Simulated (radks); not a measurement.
Values are calculated unless marked as measured or tabulated.
Problem. Coherent X-ray form factor from a spherical all-electron density. Code: a radial shooting solver on a logarithmic mesh with Libxc functionals. Model: non-relativistic Kohn-Sham, PBE, spin-polarised, spherical densities, point nucleus.

| sin(theta)/lambda (1/angstrom) | f0 (electrons) |
|---|---|
| 0.05 | 27.371 |
| 0.1 | 25.822 |
| 0.15 | 23.943 |
| 0.2 | 22.064 |
| 0.25 | 20.275 |
| 0.3 | 18.582 |
| 0.4 | 15.504 |
| 0.5 | 12.923 |
| 0.6 | 10.894 |
| 0.8 | 8.285 |
| 1 | 6.914 |
| 1.25 | 5.898 |
| 1.5 | 5.077 |
| 2 | 3.589 |

The species is in the configuration that NIST lists as its ground one. Which atom or ion scatters so?

Solution. Neutral nickel, [Ar] 3d8 4s2. Extrapolating in s^2 from the first two rows gives f0(0) = 27.9, near the electron count 28; among species with that count, the fall with angle is slower the higher Z, and the table is that of Z = 28; from so few rows the species is fixed only to a neighbour or two.
